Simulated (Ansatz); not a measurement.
Start from `S[SiH]1BN1` and change one atom or group to get `B1N[SiH2]1`.

Ansatz, PBE0-D4/def2-TZVP geometries, multiplicity 1. Each molecule was computed in one conformer, which needn't be the lowest.

| property | `S[SiH]1BN1` |
| --- | --- |
| ideal-gas entropy at 298 K and 1 bar (rigid rotor, harmonic PBE0-D4/def2-TZVP) / J/(mol·K) | 312 |
| HOMO–LUMO gap (ωB97M-V/def2-TZVPP) / eV | 10.42 |
| HOMO energy (B3LYP/def2-TZVPP) / eV | -6.82 |
| LUMO energy (PBE0/def2-TZVPP) / eV | -0.60 |
| HOMO energy (ωB97M-V/def2-TZVPP) / eV | -9.11 |
| HOMO–LUMO gap (PBE0/def2-TZVPP) / eV | 6.43 |

**Question.** What does the change do to each property? (Estimate.)

**Answer.** Computed: 
| property | `B1N[SiH2]1` | shift |
| --- | --- | --- |
| ideal-gas entropy at 298 K and 1 bar (rigid rotor, harmonic PBE0-D4/def2-TZVP) / J/(mol·K) | 267 | -45 |
| HOMO–LUMO gap (ωB97M-V/def2-TZVPP) / eV | 10.71 | 0.29 |
| HOMO energy (B3LYP/def2-TZVPP) / eV | -6.87 | -0.05 |
| LUMO energy (PBE0/def2-TZVPP) / eV | -0.32 | 0.28 |
| HOMO energy (ωB97M-V/def2-TZVPP) / eV | -9.15 | -0.04 |
| HOMO–LUMO gap (PBE0/def2-TZVPP) / eV | 6.75 | 0.32 |

The zero-point energy changes by -5.8 kJ/mol with -3 modes.

B3LYP here is the variant with VWN-RPA as its local correlation; programs differ in this.
